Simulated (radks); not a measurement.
Values are calculated unless marked as measured or tabulated.
Numerical settings for the osmium ion Os2+, [Xe] 4f14 5d6. Level of theory: scalar-relativistic Kohn-Sham, BLYP, spin-unpolarised, spherical densities, finite nucleus; Fermi nuclear charge, rms radius 5.4126 fm (a radial shooting solver on a logarithmic mesh with Libxc functionals). The defaults (mesh step 0.008 in ln r, mesh end at 40 bohr or more with all orbitals vanishing there, Anderson mixing 0.5 over 9 steps, residual threshold near 1e-9 with the energy settled to 1e-9 hartree or 1e-11 of itself, here a cap of 73 iterations) give E = -17250.727 hartree and 5d at -22.849 eV in 16 iterations. Run on one thread of a shared host, so times are rough (Arm Neoverse N1): 0.2 s of CPU time, 0.2 s wall, 16 iterations on 2254 mesh points. Changes against that run (0 stands for a change within the tolerance of the run):

| setting | iterations | converged | E (mhartree) | e(5d) (meV) | CPU (s) |
|---|---|---|---|---|---|
| mesh step in ln r 0.003 | 19 | yes | 0 | 0 | 0.55 |
| mesh step in ln r 0.2 | 4 | no | diverged | - | 0.02 |
| mesh step in ln r 0.005 | 18 | yes | 0 | 0 | 0.32 |
| mesh end (bohr) 20 | 16 | yes | 0 | 0 | 0.19 |
| mesh end (bohr) 5 | 16 | yes | +13.3 | +397 | 0.18 |
| residual threshold 0.1 | 11 | yes | 0 | -0.188 | 0.15 |
| residual threshold 0.001 | 11 | yes | 0 | -0.188 | 0.15 |
| mixing 0.01 | 29 | yes | 0 | 0 | 0.31 |
| linear mixing, mixing 0.8 | 73 | no | +1.02e+05 | -2.13e+05 | 1.6 |
| linear mixing, mixing 0.2 | 73 | no | 0 | 0 | 0.65 |
| mixing history 2 | 22 | yes | 0 | 0 | 0.24 |
| iteration cap 5 | 5 | no | +8.39 | +419 | 0.07 |

Settings that end as converged yet miss the energy by more than 1 mhartree: mesh end (bohr) 5 (+0.0133 hartree). A mesh that ends early acts as a hard wall.
